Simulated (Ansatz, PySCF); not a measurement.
Caution: the highest occupied level lies above zero, so the state may not be bound. This triplet is an excited state, 1.12 eV above the relaxed singlet at the level frozen-core CCSD(T)/aug-cc-pVDZ // PBE0-D3(BJ)/def2-TZVPD (Ansatz, a program for electronic structure).

Cartesian coordinates (Å):
SMILES: N[B-]S
```xyz
6

N     -1.1349    -0.0243    -0.1252
B      0.2110     0.0566     0.1705
S      1.6792    -0.0487    -0.8254
H     -1.5129    -0.1704    -1.0508
H     -1.8459     0.0616     0.5940
H      2.6036     0.1252     0.1822
```
Charge -1, spin multiplicity 3.

Q: Predict the total energy and highest occupied spin orbital from PBE0-D3(BJ)/def2-TZVPD run with PySCF.

A: 
```json
{
  "total_energy": "-479.3848 Ha",
  "highest_occupied_spin_orbital": "1.54 eV"
}
```
